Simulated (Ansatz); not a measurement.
C4H9AlF2, SMILES `C[C](C)(C)[Al]([F])[F]`, charge 0, multiplicity 1.

Problem. Give a relaxed structure at PBE0-D4/def2-TZVP (the Gaussian-basis code of Ansatz). (Best estimate.)

Solution. The calculation gave: 
Z-matrix (Å, degrees):
```
C
C 1 1.532
H 1 1.094 2 112.4
H 1 1.099 2 109.7 3 -118.9
H 1 1.094 2 112.3 3 121.9
C 2 1.527 1 109.6 3 57.8
C 2 1.532 1 108.8 3 177.7
Al 2 1.960 1 108.7 3 -63.9
H 6 1.098 2 109.9 1 59.6
H 6 1.093 2 112.2 1 -59.8
H 6 1.093 2 112.2 1 179.1
H 7 1.094 2 112.4 1 -177.7
H 7 1.099 2 109.7 1 -58.8
H 7 1.094 2 112.3 1 60.4
F 8 1.647 2 120.6 1 -60.6
F 8 1.646 2 123.1 1 119.2
```
Point group Cs.
This is one stationary point; other conformers may exist.
